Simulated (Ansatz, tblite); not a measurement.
Bond stretch in GaAl, lowest singlet found (which spin is the ground state isn't settled by this scan).

Levels of theory: RCCSD = CCSD on RHF/aug-cc-pVDZ, cores with 3d frozen in Ansatz (a program for electronic structure); RMP2 = Ansatz with MP2 on RHF/aug-cc-pVDZ, cores with 3d frozen; RCCSDT = CCSDT on RHF/aug-cc-pVDZ, cores with 3d frozen run with Ansatz; GFN2-xTB, 300 K electronic temperature (tblite); RHF/aug-cc-pVDZ (Ansatz).

Energies are in eV, each relative to the lowest point of its own curve between 2.73 and 3.54 Å, where full CI is lowest.

```
R / Å  RCCSD   RMP2  RCCSDT  GFN2-xTB    RHF
-----  -----  -----  ------  --------  -----
2.73   0.127  0.132   0.116     0.029  0.121
2.88   0.023  0.022   0.023     0.000  0.015
3.09   0.000  0.000   0.000     0.015  0.000
3.31   0.066  0.076   0.057     0.134  0.086
3.54   0.185  0.214   0.162     0.330  0.239
3.91   0.412  0.486   0.357     0.719  0.545
4.30   0.640  0.777   0.543     1.131  0.884
4.84   0.890  1.131   0.726     1.596  1.324
5.31       —  1.370       —         —  1.655
```

At the longest distance, 5.31 Å, RHF lies highest above its minimum (1.655 eV) and RMP2 lowest (1.370 eV).

A dash means that the run gave no value there, or that the column was ended at a point which the program doubted or which failed a test of continuity chosen for this set; such a test can also cut sound points.

The scan ran from 1.73 to 8.25 Å; beyond the distances shown full CI changes its symmetry label. The T1 diagnostic of CCSD on the restricted reference of RCCSD, RMP2, RCCSDT exceeds 0.045 at 4.84 to 5.31 Å. The restricted form behind RMP2, RHF keeps the bonding electrons paired and can't separate into open-shell fragments.
